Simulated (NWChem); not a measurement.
Species: InCl2, doublet; SMILES [Cl][In][Cl]

Results from NWChem. Spin-unrestricted. In the optimisation the excess spin sits in a1 (C2v, its own frame). The spin multiplicity was typed, not searched, and may not be the lowest. No stability test was run on the SCF state. def2 effective core potentials on In; no spin-orbit coupling. Each level has its own optimisation; frequencies are unscaled.

```tsv
level	r Cl–In (Å)	highest harmonic frequency (cm⁻¹)	lowest (cm⁻¹)	zero-point energy (kcal/mol)
BLYP/def2-SVP	___	___	73	1.0
LDA (Slater exchange, VWN5)/def2-SVP	2.369	358	79	1.1
PBE-D3(BJ)/def2-SVP	2.412	335	76	1.0
```

What belongs in the gaps?


- BLYP/def2-SVP, r Cl–In (Å): 2.444
- BLYP/def2-SVP, highest harmonic frequency (cm⁻¹): 315
